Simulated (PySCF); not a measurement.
Species: C6H16BNO.
Atom-mapped SMILES: `[CH3:1][O:2][C@H:3]1[CH2:4][CH2:5][BH2-:6][N+:7]1([CH3:8])[CH3:9]`

Definitions: NICS(0) = −σiso at the ring centroid; NICS(1) = −σiso and NICS(1)zz = −σzz at ±1 Å along the ring normal z. Level: GIAO PBE0/pcSseg-1 (PySCF, non-relativistic, gas phase) on the PBE0-D3(BJ)/def2-SVP geometry, one conformer.

Ring bond lengths (Å), with Mayer bond orders in brackets: C3–C4 1.525 (1.03), C4–C5 1.542 (1.02), C5–B6 1.635 (0.91), B6–N7 1.651 (0.57), N7–C3 1.484 (0.86).

Task: Give the NICS values of each ring in ppm.

Result: 
| ring | type | NICS(0) | NICS(1), two faces | NICS(1)zz, two faces | rms pucker (Å) | centre to ring atoms, mean (Å) |
| --- | --- | --- | --- | --- | --- | --- |
| C3–C4–C5–B6–N7 | 5-membered ring with B and N; formal bonds all single | -6.2 | -4.1 / -3.5 | -4.2 / -2.6 | 0.20 | 1.31 |

Task: What can be read from them?

Result: 
- C3–C4–C5–B6–N7: mean NICS(1)zz -3.4 ppm, shielded. C3, C4, C5, B6, N7 have four or more neighbours, so the value isn't read as a sign of a π ring current.

Task: How do the values depend on the level or the medium?

Result: 
```
             level  NICS(0), C3–C4–C5–B6–N7  mean NICS(1)zz, C3–C4–C5–B6–N7
PBE0/pcSseg-1, gas                     -6.2                            -3.4
WP04/pcSseg-1, gas                     -5.6                            -2.8
```

The geometry is the same throughout.
